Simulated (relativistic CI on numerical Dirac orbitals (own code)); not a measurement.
## Hyperfine structure of Ba XXXII, mass number 135

Computed by Dirac-Coulomb-Breit CI, orbitals from a KLI potential per configuration, model QED (radiative potential, 1s self-energy scaled to tabulated hydrogen-like ionisation energies), unscaled Slater integrals (own radial code, finite nucleus).

Configurations in the expansion (outside the closed core [Ne]): 3s2 3p6 3d7, 3s2 3p5 3d8, 3s2 3p4 3d9, 3s 3p6 3d8, 3p6 3d9, 3s 3p5 3d9, 3s2 3p6 3d6 4s, 3s2 3p6 3d6 4p, 3s2 3p6 3d6 4d, 3s2 3p4 3d8 4s, 3s2 3p4 3d8 4p, 3s2 3p5 3d7 4s, 3s2 3p6 3d6 4f, 3s2 3p5 3d7 4p, 3s2 3p6 3d5 4s2, 3s 3p6 3d7 4s. Levels of other configurations are missing.

Nuclear spin I = 3/2, μ = 0.8381 μN, Q = 0.153 b (tables of Stone and Pyykkö). The electronic factors are computed for point nuclear moments, without core polarisation or the Bohr-Weisskopf and QED corrections.

```tsv
Level	E (cm⁻¹)	A (MHz)	B (MHz)
3s2 3p6 3d7 4F_9/2	0	7770	1140
3s2 3p6 3d7 4F_7/2	120312	8592	1290
3s2 3p6 3d7 4P_5/2	180146	4051	-3140
3s2 3p6 3d7 4P_1/2	196176	-3595	
3s2 3p6 3d7 2H_11/2	216598	10920	-6700
3s2 3p6 3d7 2G_7/2	235107	12430	-852
3s2 3p6 3d7 2F_5/2	283638	12010	419
3s2 3p6 3d7 2P_1/2	335805	-5652
```

Levels with J = 0, under 50 % of one LS term, or S terms without an open s electron are left out. Small factors come from cancelling terms and can be off by tens of per cent or more.

At this charge energies of transitions that change n are usually good to better than 1 %, and those within a shell (Δn = 0) to a few per cent. Terms inside the open d or f shell come out 10 to 20 % too wide with unscaled integrals.

Task: Give the hyperfine levels of 3s2 3p6 3d7 4F_9/2 relative to its centre of gravity.

Result: With K = F(F + 1) − I(I + 1) − J(J + 1), E = AK/2 + B[¾K(K + 1) − I(I + 1)J(J + 1)]/[2I(2I − 1)J(2J − 1)]: F = 3: -63580, F = 4: -33260, F = 5: 5351, F = 6: 52730 MHz.

LS names give the leading component of a level, which can be under half, so a name can repeat, a term be missing and a line seem to break the LS rules.
